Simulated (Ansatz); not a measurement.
The same path of C₃H₈N₂Si (14 atoms, charge 0, multiplicity 1) was run 3 times with different band settings. The coordinate that changes most is the dihedral H8–C1–N2–C3.

Theory: RHF/def2-SVP (Ansatz).

Relaxed end points:

```xyz
14
Properties=species:S:1:pos:R:3
C -0.939 -0.899 1.053
N 0.160 -0.397 0.270
C 1.435 -1.071 0.376
C 0.023 0.659 -0.542
N 0.861 1.249 -1.310
Si -0.686 2.040 -1.419
H -1.825 -0.298 0.869
H -1.166 -1.938 0.794
H -0.711 -0.861 2.122
H 2.153 -0.571 -0.267
H 1.350 -2.116 0.066
H 1.802 -1.047 1.405
H -0.922 3.349 -0.786
H -1.548 1.873 -2.602
```

```xyz
14
Properties=species:S:1:pos:R:3
C -0.967 -0.946 0.984
N 0.125 -0.453 0.187
C 1.291 -1.295 0.035
C 0.074 0.739 -0.421
N 0.920 1.342 -1.170
Si -0.500 2.333 -0.977
H -1.372 -1.874 0.570
H -0.646 -1.147 2.010
H -1.763 -0.206 1.013
H 2.022 -0.780 -0.580
H 1.028 -2.242 -0.445
H 1.738 -1.518 1.007
H -0.486 3.527 -0.115
H -1.476 2.491 -2.068
```

Common settings: movable images 5; spring 5.0 eV/Å²; start path IDPP; iteration limit 60; end points relaxed.

| run | climbing image | optimiser | force threshold |
| --- | --- | --- | --- |
| 1 | yes | quadratic models (default) | 0.03 eV/Å |
| 2 | from the first iteration | fire | 0.03 eV/Å |
| 3 | yes | quadratic models (default) | 0.2 eV/Å |

Task: What does each run give, and how far can it be trusted?

Result: Run 1: converged after 7 iterations, highest image 0.066 eV above the first end. A vibrational analysis at the climbing image gives one clearly imaginary mode, 182i cm⁻¹: a first-order saddle point.
Run 2: converged after 33 iterations, highest image 0.066 eV above the first end. Another band between the same ends (5 images) ends at a top of the same energy, where a vibrational analysis finds 1 clearly imaginary mode.
Run 3: converged after 3 iterations, highest image 0.066 eV above the first end. The threshold of 0.2 eV/Å is loose, so the images may lie well off the minimum-energy path. Another band between the same ends (5 images) ends at a top of the same energy, where a vibrational analysis finds 1 clearly imaginary mode.
